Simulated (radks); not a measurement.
The numbers below are computed, except where a source is named.
Effect of the nuclear size on the tantalum ion Ta+, [Xe] 4f14 5d3 6s1. Level of theory: Dirac Kohn-Sham, relativistic LDA (MacDonald-Vosko exchange, VWN5 correlation), spin-unpolarised, spherical densities, finite nucleus; open shells are shared between the two j in proportion to 2j + 1; Fermi nuclear charge, rms radius 5.3507 fm (a radial shooting solver on a logarithmic mesh with Libxc functionals). The rms radius is varied about that value; shifts are against it.

[
 {"rms radius (fm)": "4.7247", "total energy shift (eV)": "-11.6", "density at nucleus (e/bohr^3)": "1.349e+06", "1s1/2 shift (meV)": "-4690", "2s1/2 shift (meV)": "-656", "5p1/2 shift (meV)": "0.232", "6s1/2 shift (meV)": "-0.589", "5d5/2 shift (meV)": "0.223", "6p1/2 (empty) shift (meV)": "0.080", "7s1/2 (empty) shift (meV)": "-0.092"},
 {"rms radius (fm)": "4.944", "total energy shift (eV)": "-7.67", "density at nucleus (e/bohr^3)": "1.329e+06", "1s1/2 shift (meV)": "-3090", "2s1/2 shift (meV)": "-432", "5p1/2 shift (meV)": "0.153", "6s1/2 shift (meV)": "-0.388", "5d5/2 shift (meV)": "0.147", "6p1/2 (empty) shift (meV)": "0.053", "7s1/2 (empty) shift (meV)": "-0.060"},
 {"rms radius (fm)": "5.3507", "total energy shift (eV)": "0", "density at nucleus (e/bohr^3)": "1.294e+06", "1s1/2 shift (meV)": "0.000", "2s1/2 shift (meV)": "0.000", "5p1/2 shift (meV)": "0.000", "6s1/2 shift (meV)": "0.000", "5d5/2 shift (meV)": "0.000", "6p1/2 (empty) shift (meV)": "0.000", "7s1/2 (empty) shift (meV)": "0.000"},
 {"rms radius (fm)": "5.5219", "total energy shift (eV)": "3.35", "density at nucleus (e/bohr^3)": "1.28e+06", "1s1/2 shift (meV)": "1350", "2s1/2 shift (meV)": "189", "5p1/2 shift (meV)": "-0.067", "6s1/2 shift (meV)": "0.169", "5d5/2 shift (meV)": "-0.064", "6p1/2 (empty) shift (meV)": "-0.023", "7s1/2 (empty) shift (meV)": "0.026"},
 {"rms radius (fm)": "6.4262", "total energy shift (eV)": "22.2", "density at nucleus (e/bohr^3)": "1.216e+06", "1s1/2 shift (meV)": "8950", "2s1/2 shift (meV)": "1250", "5p1/2 shift (meV)": "-0.441", "6s1/2 shift (meV)": "1.12", "5d5/2 shift (meV)": "-0.426", "6p1/2 (empty) shift (meV)": "-0.153", "7s1/2 (empty) shift (meV)": "0.174"}
]

Slopes of the eigenvalues against <r^2> in GHz/fm^2, as finite differences over the two radii next to the reference (eigenvalue slopes, not the field-shift constants of lines): 1s1/2 178000, 2s1/2 24800, 5p1/2 -8.79, 6s1/2 22.3, 5d5/2 -8.45, 6p1/2 (empty) -3.05, 7s1/2 (empty) 3.47.
